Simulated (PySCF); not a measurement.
A GIAO shielding run with PySCF (density fitting, non-relativistic, gas phase) on `O=C(C)[n+]1cc[nH]c1`, [C5H7N2O]+:

```
$ OMP_NUM_THREADS=1 python probes_run.py task.json out

{"job": {"kind": "nmr", "xc": "PBE0", "basis": "pcSseg-1"}, "charge": 1, "multiplicity": 1}
C      2.300838    -0.304021     0.264600
C      1.335995     0.645836    -0.325756
O      1.534264     1.657456    -0.907185
N     -0.079624     0.249305    -0.149567
C     -0.609004    -0.851237     0.471763
C     -1.961322    -0.760576     0.366403
N     -2.230225     0.391415    -0.315652
C     -1.089438     0.987763    -0.619116
H      2.143753    -0.397876     1.338244
H      2.199818    -1.289550    -0.187799
H      3.308312     0.064950     0.086367
H     -0.012678    -1.608931     0.937048
H     -2.728736    -1.419312     0.720668
H     -3.156093     0.730424    -0.548857
H     -0.960275     1.912344    -1.153071
```

Hardware: 1 thread of an Arm Neoverse V1, shared host. The job also computes population analyses, field gradients, ring-centre shieldings.

(1) How large is the calculation?

(2) How long does it take, and how much memory does it need?

## Answers

(1) 58 electrons, 171 basis functions and 874 auxiliary functions.

(2) 26 s of wall time, with 14 SCF cycles and 5 response iterations; peak memory 0.75 GiB. Times on a shared host scatter by some tens of per cent.
